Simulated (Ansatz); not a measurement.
`[OH][Ga]([F])[F]` + `N=C=O` → `O=C=[N][Ga]([F])[F]` + H₂O at 298.15 K and 1 bar (ligand exchange at a Ga–O bond).

Gas-phase electronic energies from Ansatz, PBE0-D4/def2-TZVP geometries. CCSD(T)/CBS adds triple-zeta CCSD(T) − MP2 to the extrapolated MP2 energy (def2 sets, frozen cores). This one scheme is used for every species. For Ga outer-core shells are correlated without core-valence functions, which leaves a few kJ/mol of doubt a bond. Scalar relativity is left out up to krypton. One conformer a species, not always the lowest.

| species | CCSD(T)/CBS energy (Eh) | H − E (kJ/mol) | S (J/(mol·K)) |
| --- | --- | --- | --- |
| `[OH][Ga]([F])[F]` | -2199.41346 | 63.3 | 313.3 |
| `N=C=O` | -168.51995 | 67.5 | 238.3 |
| `O=C=[N][Ga]([F])[F]` | -2291.56165 | 67.3 | 362.6 |
| H₂O | -76.37941 | 66.4 | 188.7 |

H − E and S are ideal-gas, rigid-rotor, harmonic terms from PBE0-D4/def2-TZVP, for one conformer and one mirror image of each species. 1 Eh = 2625.50 kJ/mol, R = 8.31446 J/(mol·K).

Question: By hand: ΔE, ΔH, ΔS and ΔG.

Answer: ΔE = (-2291.56165) + (-76.37941) − (-2199.41346) − (-168.51995) = -0.00765 Eh = -20.1 kJ/mol. Δ(H − E) = 67.3 + 66.4 − 63.3 − 67.5 = 2.9, so ΔH = -17.2 kJ/mol. ΔS = 362.6 + 188.7 − 313.3 − 238.3 = -0.3 J/(mol·K). ΔG = -17.2 − 298.15 × (-0.3)/1000 = -17.1 kJ/mol.

Question: By hand: the equilibrium constant, and the temperature at which ΔG would vanish if ΔH and ΔS stayed fixed.

Answer: log₁₀ K = −ΔG/(RT ln 10) = 3.0. ΔG = 0 at ΔH/ΔS = 57333 K, far beyond where these terms or the molecules hold.

The number of gas molecules stays the same, so ΔS is small and ΔH decides. A doubt of 5 kJ/mol in ΔE shifts log₁₀ K by 0.9 here. Other conformers and mirror images would add mixing entropy, several J/(mol·K) or more a flexible species. Modes under 60 cm⁻¹, often nearly free rotors, make the harmonic entropy too high. These are equilibria of isolated gas molecules and say nothing of rates. Largest T1 diagnostic: 0.018 (customary marks: 0.02 for closed shells, 0.045 for open ones).
